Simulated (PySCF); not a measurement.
This script is equivalent to a calculation on Zn²⁺ (zinc, charge +2).

```python
from pyscf import gto, scf, dft, mp, cc
import basis_set_exchange as bse
mol = gto.M(atom="Zn 0 0 0", charge=2, spin=0, symmetry="D2h",
            basis=gto.basis.parse(bse.get_basis("x2c-TZVPPall", elements=["Zn"], fmt="nwchem")),
            nucmod="G")
mf = dft.UKS(mol, xc="HSE06").sfx2c1e()
mf.irrep_nelec = {'Ag': (5, 5), 'B1g': (1, 1), 'B2g': (1, 1), 'B3g': (1, 1), 'B1u': (2, 2), 'B2u': (2, 2), 'B3u': (2, 2)}
mf.kernel()
```

Problem. What total energy does it give?

Solution. -1794.639 hartree (calculated).

Problem. Which occupied shell lies highest, and where?

Solution. 3d, at -33.292 eV.
